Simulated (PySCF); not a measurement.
Computed with TPSSh-D3(BJ)/def2-TZVP // B3LYP-D3(BJ)/def2-TZVP (PySCF 2.14.0). All species are isolated molecules in the gas phase. One relaxed conformer stands for a flexible species; it need not be the lowest. Excitations are Tamm–Dancoff values on a coarser integration grid. The basis has no diffuse functions, so Rydberg states are missing or too high.

Reference species (SMILES): `C(=O)(S)C` (O–C–S–H torsion 180°) (neutral, multiplicity 1).

```json
{
 "HOMO–LUMO gap": "5.76 eV",
 "HOMO": "-6.97 eV",
 "T1 excitation (TDA)": "4.31 eV"
}
```

Changed species: `SC(=C)O` (S–C–O–H torsion 180°, O–C–S–H torsion -180°).

Q: Give the shifts of the HOMO–LUMO gap, HOMO and T1 excitation (TDA).

A: the HOMO–LUMO gap falls by 0.17 eV, to 5.59 eV; the HOMO rises by 1.19 eV, to -5.78 eV; the T1 excitation (TDA) decreases by 0.15 eV, to 4.16 eV.
